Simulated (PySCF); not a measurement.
PySCF 2.14 output of an unrestricted LDA calculation on a single atom or ion in x2c-TZVPPall with one added diffuse shell each of s, p, d type (6s6p4d1f, 51 functions), with the spin-free X2C one-electron Hamiltonian (Gaussian nucleus):

```
SCF conv_tol = 1e-09
number electrons alpha = 9  beta = 6
    P. A. M. Dirac.,  Math. Proc. Cambridge Philos. Soc. 26, 376 (1930)
    F. Bloch.,  Z. Phys. 57, 545 (1929)
    S. H. Vosko, L. Wilk, and M. Nusair.,  Can. J. Phys. 58, 1200 (1980)
cycle= 1 E= -457.90340962983  delta_E= -0.012  |g|= 0.0322  |ddm|= 0.474
cycle= 2 E= -457.903489474384  delta_E= -7.98e-05  |g|= 0.00956  |ddm|= 0.0196
cycle= 3 E= -457.90349447108  delta_E= -5e-06  |g|= 0.000478  |ddm|= 0.00158
cycle= 4 E= -457.90349452243  delta_E= -5.14e-08  |g|= 7.52e-05  |ddm|= 0.00139
cycle= 5 E= -457.903494523873  delta_E= -1.44e-09  |g|= 4.37e-06  |ddm|= 0.000202
cycle= 6 E= -457.90349452388  delta_E= -7.11e-12  |g|= 2.88e-07  |ddm|= 9.73e-06
converged SCF energy = -457.90349452388  <S^2> = 3.7510351  2S+1 = 4.0005175
```

The run itself started from symmetry-adapted Hartree-Fock orbitals and held the occupation by maximum overlap, on a logarithmic radial grid, so the iterations belong to that start.

Question: Which element, charge and spin multiplicity is this?

Answer: Cl²⁺ (chlorine, charge +2), multiplicity 4; the state was [Ne] 3s2 3p2 4s1, high-spin 4P determinant (an excited configuration).

The outer electron is Rydberg-like, and this basis confines it to a smaller radius and binds it less than a complete one would.
